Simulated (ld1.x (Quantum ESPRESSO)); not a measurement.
Configuration tests for F (Z = 9) (RRKJ)

ld1.x (Quantum ESPRESSO) 7.5 input, shortened:

```
&input
   title='F', zed=9., rel=1, dft='WC', iswitch=3,
   config='[He] 2s2 2p4.5'
 /
 &inputp
   pseudotype=2, tm=.false., rho0=0.005, lloc=-1, rcloc=0.70,
   nlcc=.true., new_core_ps=.true., rcore=0.80
 /
2
2S  1  0   2.00   0.00  0.85  0.85  0.0
2P  2  1   4.50   0.00  1.05  1.05  0.0
 &test
   configts(1)='2s2 2p4.5'
 /
```

Energies are relative to the spin-unpolarised reference configuration 2s2 2p4.5; without spin polarisation the order of configurations can differ from experiment. The frozen-core shift is the all-electron ΔE with the core orbitals held at their reference shape minus the fully relaxed ΔE.

```tsv
valence configuration	charge	ΔE all-electron (eV)	error AE − PS (meV)	frozen-core shift (meV)
2s2 2p5	0	-7.533	+0.9	0.0
2s2 2p4	+1	11.840	+0.9	0.0
2s2 2p1	+4	196.644	+776	+17
2s1 2p6	0	11.149	+21	+0.4
2s1 2p5	+1	30.807	+1.3	+0.5
```

(1) What are ΔE and the potential's error for 2s2 2p5.3?

(2) What are ΔE and the potential's error for 2s2 2p3?

Levels in the configuration 2s1 2p6:

```tsv
level	all-electron (eV)	pseudo (eV)
2s	-30.224	-30.201
2p	-11.515	-11.525
```

## Answers

(1) ΔE = -10.195 eV all-electron; the error (AE − PS) is +1.0 meV.

(2) ΔE = 50.218 eV all-electron; the error (AE − PS) is +37 meV.
